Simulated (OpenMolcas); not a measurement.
Cr4+.

```yaml
Program: OpenMolcas
Basis: ANO-R2 [6s4p4d2f]
Scalar_Hamiltonian: X2C, finite nucleus
Active_space: 2 electrons in 10 orbitals (3d 4d)
State_averaging: 2S+1 = 3 even, 10 roots; 2S+1 = 1 even, 15 roots
Spin-orbit_coupling: state interaction with AMFI integrals over the reference wave functions, term energies averaged over their components
```

Two sets of levels on these reference wave functions, in eV above 3d² ³F₂: one from CASSCF and one from SS-CASPT2, IPEA 0.25 Eh, imaginary shift 0.1 Eh (closed shells correlated: 3s 3p).

```csv
Level,Set 1,Set 2
3d² ³F₂,0.0000,0.0000
3d² ³F₃,0.0641,0.0637
3d² ³F₄,0.1458,0.1455
3d² ¹D₂,1.691,2.001
3d² ³P₀,2.019,2.350
3d² ³P₁,2.041,2.372
3d² ³P₂,2.090,2.420
3d² ¹G₄,2.884,3.071
3d² ¹S₀,6.556,7.324
```

Question: Which set is which?

Answer: Set 1 is SS-CASPT2. Its levels of the other terms of 3d² lie at 0.85 to 0.94 of the other set's values, as expected, since terms of lower spin or lower L gain more correlation energy than the Hund ground term. Against 8 measured levels (Sugar and Corliss, J. Phys. Chem. Ref. Data 6, 317 (1977)) the mean absolute deviation is 730 cm-1 with it and 3000 cm-1 without; single levels miss by up to 1700 cm-1 with it.

CASPT2 does not keep the components of a term degenerate, so their means are used; among the terms shown or strongly mixed into the levels shown the widest spread is 700 cm-1 (3d² ³F, SS-CASPT2). Active for correlation alone: 4d; no level in the range computed is led by a configuration that fills it, so any true level of that kind is missing. Without dynamic correlation excited terms often stand tens of per cent too high (terms of higher spin than the ground term too low), and those without a measured partner can miss by more than the paired ones (holds for CASSCF). Computed and measured levels are paired by configuration, term and J; levels that our copy of the source lacks, or whose pairing is in doubt (as where it misses far off the trend of its configuration), stay unpaired and out of the deviations. Only configurations of the active space appear.
